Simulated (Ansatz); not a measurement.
Isolated molecules relaxed with PBE0-D4/def2-TZVP in Ansatz; ΔE leaves out vibrations. CCSD(T)/CBS adds triple-zeta CCSD(T) − MP2 to the extrapolated MP2 energy (def2 sets, frozen cores). This one scheme is used for every species. DFT in def2-TZVPP. B3LYP here is the variant with VWN-RPA as its local correlation; programs differ in this. One conformer a species, not always the lowest.

Reaction (ligand exchange at a B–C bond): `BC(=C)Cl` + `OCF` → `BOCF` + `C=CCl`

`BC(=C)Cl`:

Z-matrix (Å, degrees):
```
B
C 1 1.537
H 1 1.192 2 121.8
H 1 1.195 2 117.2 3 180.0
C 2 1.337 1 121.8 3 -180.0
Cl 2 1.742 1 119.3 3 0.0
H 5 1.085 2 123.1 1 180.0
H 5 1.084 2 118.8 1 -0.0
```

`OCF`:

```xyz
6

O     0.675   -0.841   -0.092
C    -0.332    0.075    0.060
F    -0.384    0.939   -1.017
H     1.523   -0.399    0.008
H    -0.209    0.702    0.951
H    -1.273   -0.477    0.090
```

`BOCF`:

Z-matrix (Å, degrees):
```
C
O 1 1.389
F 1 1.363 2 108.8
H 1 1.095 2 111.1 3 119.0
H 1 1.092 2 108.4 3 -117.3
B 2 1.350 1 121.3 3 -102.0
H 6 1.201 2 119.7 1 -2.8
H 6 1.193 2 116.8 1 178.0
```

`C=CCl`:

Z-matrix (Å, degrees):
```
C
C 1 1.320
H 1 1.083 2 119.4
H 1 1.083 2 122.2 3 180.0
Cl 2 1.721 1 123.5 3 -180.0
H 2 1.083 1 123.6 3 -0.0
```

(1) Is it downhill or uphill in electronic energy at CCSD(T)/CBS, and by how much? (An estimate is asked.)

(2) What do these levels give: PBE-D4, PBE0-D4, B3LYP-D4, r2SCANh-D4, BLYP, r2SCAN, B3LYP, CAM-B3LYP, RPA@PBE/def2-TZVPP, CCSD(T)/def2-SVP, MP2/def2-TZVPP, MP2/CBS(def2)? (An estimate is asked.)

Largest T1 diagnostic among the species: 0.013.

## Answers

(1) Computed: Downhill: ΔE = -25.6 kcal/mol.

(2) Computed: PBE-D4 -24.7, PBE0-D4 -24.9, B3LYP-D4 -26.0, r2SCANh-D4 -25.6, BLYP -26.5, r2SCAN -25.7, B3LYP -26.6, CAM-B3LYP -27.5, RPA@PBE/def2-TZVPP -25.9, CCSD(T)/def2-SVP -29.2, MP2/def2-TZVPP -25.8, MP2/CBS(def2) -25.3 kcal/mol.

Leaving LDA and LC-ωPBE aside and taking each functional with its dispersion term where it has one, the values, not all of them listed here, spread over 3.3 kcal/mol, from CAM-B3LYP-D4 to revPBE-D4. LDA lies −1.3 kcal/mol from PBE without D4. In def2-TZVPP, CCSD(T) changes the Hartree–Fock value by +0.9 kcal/mol (the triples alone add +0.3 kcal/mol) and MP2 by +1.2 kcal/mol. At CCSD(T), def2-SVP lies −3.6 kcal/mol from the extrapolated value and def2-TZVPP −0.5 kcal/mol.
